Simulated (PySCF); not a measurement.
**Ionising CdSb**

PBE0; Cd def2-SVP with ECP28, Sb def2-SVP with ECP28; scalar-relativistic core potentials (PySCF 2.14). Neutral (UKS): quartet (σ ↑, π ↑↑), Re = 3.024 Å, ωe = 85.0 cm⁻¹, De = 0.22 eV, HOMO -5.20 eV, LUMO -2.72 eV.

CdSb⁺ (UKS): triplet (π ↑↑), Re = 2.787 Å, ωe = 150 cm⁻¹, De = 2.29 eV to Cd + Sb⁺. The energies at the minima are -407.96025 hartree for CdSb and -407.70383 for CdSb⁺.

Question: Work out the adiabatic ionisation energy, without and with harmonic zero-point energies (1 hartree = 27.2114 eV, 1 eV = 8065.5 cm⁻¹), and the change of the bond length.

Answer: At PBE0: 0.25642 hartree = 6.978 eV between the minima; the zero-point term (150.0 − 85.0)/2 cm⁻¹ = +0.004 eV makes it 6.982 eV. Re changes by -23.7 pm against the neutral. The electron leaves a σ orbital, and the shorter bond of the ion fits an antibonding orbital, or a change in how ionic the bond is.

Weak bonds: CdSb. Basis-set superposition, not corrected here, can be much of De in a small basis, most of all at correlated wavefunction levels. These are scalar-relativistic numbers at best; spin–orbit coupling would shift them, the dissociation energy most. For an ion De counts to the pair picked by the measured ionisation energies or electron affinities, which need not be the lowest pair at this level. States were picked by a PBE0 search and need not be the measured ground states.
